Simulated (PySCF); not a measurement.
Compound: C2H7NOSi.
SMILES with atom numbers: `[CH3:1]/[CH:2]=[N:3]/[SiH2:4][OH:5]` (hydrogens: H6, H7, H8 on C1; H9 on C2; H10, H11 on Si4; H12 on O5)

Torsions of this conformer, `[CH3:1]/[CH:2]=[N:3]/[SiH2:4][OH:5]`: C2–N3–Si4–O5 120°, H–O5–Si4–N3 52°.

The closed-shell ground state was solved at several levels (PySCF, density fitting, gas phase, non-relativistic). The structure is a single PBE0-D3(BJ)/def2-SVP conformer in the gas phase; no vibrational or solvent corrections.

| level | basis functions | HOMO (eV) | LUMO (eV) | gap (eV) | dipole (D) |
| --- | --- | --- | --- | --- | --- |
| KT2/pcSseg-2 | 285 | -5.92 | -1.82 | 4.10 | 1.92 |
| BP86/pcSseg-2 | 285 | -5.89 | -1.94 | 3.95 | 1.95 |
| CAM-B3LYP/def2-SVPD | 163 | -8.59 | 0.38 | 8.97 | 2.03 |
| BLYP/pcSseg-2 | 285 | -5.69 | -1.73 | 3.96 | 1.92 |
| B3LYP/def2-TZVP | 203 | -6.90 | -0.95 | 5.95 | 1.93 |
| BHandHLYP/pcSseg-2 | 285 | -8.49 | 0.40 | 8.89 | 2.07 |
| CAM-B3LYP/pcSseg-2 | 285 | -8.57 | 0.39 | 8.96 | 2.02 |
| PBE0/6-31G | 63 | -6.85 | -0.53 | 6.32 | 2.22 |

(1) What might B97-2/pcSseg-2 (285 basis functions) give for the same quantities?

(2) In the pcSseg-2 basis, how does the gap go with the fixed share of exact exchange?

(3) How far do the dipole and the HOMO energy spread over the levels?

## Answers

(1) HOMO -6.89 eV, LUMO -0.82 eV, gap 6.07 eV, dipole 1.99 D.

(2) BP86 (0 %) 3.95 eV; BLYP (0 %) 3.96 eV; KT2 (0 %) 4.10 eV; B97-2 (21 %) 6.07 eV; BHandHLYP (50 %) 8.89 eV. Each rise in the share widens the gap here.

(3) The dipole runs from 1.92 to 2.22 D (mean 2.01 D) and the HOMO from -8.59 to -5.69 eV.
